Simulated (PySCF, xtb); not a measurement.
B(Cl)(H)(SH) (BClH2S), SMILES B(S)Cl.

GFN2-xTB in xtb 6.7.1 at its own geometry gives an orbital gap of 4.10 eV and a dipole moment of 2.15 D.

Geometry optimised at B3LYP-D3(BJ)/def2-TZVP. Other conformers were not sampled.

Question: What does ωB97X/def2-TZVPD run with PySCF give? (Estimate from the structure and the level; the computed values follow.)

Answer: gap 11.46 eV (levels -10.68 and 0.79 eV), dipole 1.63 D.
